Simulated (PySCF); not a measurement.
C5H12AlNO.
SMILES: `CC#[N+][AlH2-][O]C(C)C`

Torsions of this conformer, `[CH3:1][C:2]#[N+:3][AlH2-:4][O:5][CH:6]([CH3:7])[CH3:8]`: N3–Al4–O5–C6 -76°, Al4–O5–C6–C7 -48°.

The closed-shell ground state was solved at several levels (PySCF, density fitting, gas phase, non-relativistic). The structure is a single PBE0-D3(BJ)/def2-SVP conformer in the gas phase; no vibrational or solvent corrections.

```csv
level,basis functions,HOMO (eV),LUMO (eV),gap (eV),dipole (D)
PBE0/pcSseg-1,203,-6.65,-0.87,5.78,8.36
CAM-B3LYP/def2-SVPD,263,-8.07,0.24,8.31,8.36
```

**Question.** Estimate the row for HF/pcSseg-1, a basis of 203 functions; the other rows only guide the guess.

**Answer.** HOMO -9.95 eV, LUMO 2.85 eV, gap 12.80 eV, dipole 8.85 D.

**Question.** Over all these levels, which gives the widest orbital gap and which the narrowest?

**Answer.** HF/pcSseg-1 (Hartree–Fock, all exact exchange) has the widest, 12.80 eV, and PBE0/pcSseg-1 (global hybrid, 25 % exact exchange) the narrowest, 5.78 eV. The two share the basis. From the narrowest to the widest the HOMO moves by -3.30 eV and the LUMO by +3.72 eV. The HOMO need not be the same orbital at Hartree–Fock and at DFT levels.

**Question.** How far do the dipole and the HOMO energy spread over the levels?

**Answer.** The dipole runs from 8.36 to 8.85 D (mean 8.53 D) and the HOMO from -9.95 to -6.65 eV.
